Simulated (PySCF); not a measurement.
C4H6BCl.
Cartesian coordinates in Å at the PBE0-D3(BJ)/def2-SVP level; atoms count from 1:
```xyz
12
C4H6BCl angstrom
Cl     3.3775   -0.5427    1.4904
B      2.0903    0.4561    0.8209
C      0.7970   -0.1795    0.3507
C     -0.5229    0.4975    0.0693
C     -0.3974   -0.3411    1.2801
C      0.2246   -1.5360    0.6665
H      2.2727    1.6486    0.7925
H     -1.1185    0.1095   -0.7690
H     -0.5688    1.5837    0.1982
H     -0.4524   -0.0528    2.3298
H     -0.3265   -2.0510   -0.1331
H      0.8256   -2.1893    1.3069
```

Jobs on this species (12 atoms, 52 electrons) with PySCF (density fitting). Hardware of each: one thread of an Arm Neoverse V1 (shared host). Other jobs ran on the host; a repeat could differ by tens of per cent or more. Peak memory is the resident size of the whole Python process, interpreter and libraries included.

Task: Rank these jobs by wall time, shortest first.
A. PBE0/STO-3G; shieldings, ring-centre shieldings, charges and field gradients; 40 basis functions
B. PBE0/pcSseg-1; shieldings, ring-centre shieldings; 139 basis functions
C. PBE0/cc-pVTZ; shieldings, ring-centre shieldings, charges and field gradients; 268 basis functions

Result: A (3.2 s), B (16 s), C (53 s).

All jobs:

```
level and settings                                                             work  basis functions  SCF cycles  wall time  peak memory
       PBE0/STO-3G  shieldings, ring-centre shieldings, charges and field gradients               40          11      3.2 s     0.42 GiB
     PBE0/pcSseg-1                               shieldings, ring-centre shieldings              139          13       16 s     0.73 GiB
 mPW1PW91/pcSseg-1                               shieldings, ring-centre shieldings              139          13       16 s     0.73 GiB
     BLYP/pcSseg-1                               shieldings, ring-centre shieldings              139          14       18 s     0.73 GiB
      KT2/pcSseg-1                               shieldings, ring-centre shieldings              139          15       18 s     0.73 GiB
  wB97X-D/pcSseg-1                               shieldings, ring-centre shieldings              139          13       19 s     0.73 GiB
      PBE/pcSseg-1                               shieldings, ring-centre shieldings              139          14       19 s     0.73 GiB
      KT3/pcSseg-1                               shieldings, ring-centre shieldings              139          15       20 s     0.73 GiB
      PBE0/cc-pVTZ  shieldings, ring-centre shieldings, charges and field gradients              268          13       53 s      1.0 GiB
```

Task: What do all jobs in the table cost together?

Result: About 3.0 min; the longest takes about 29 % of that, and about 17 times as long as the shortest.
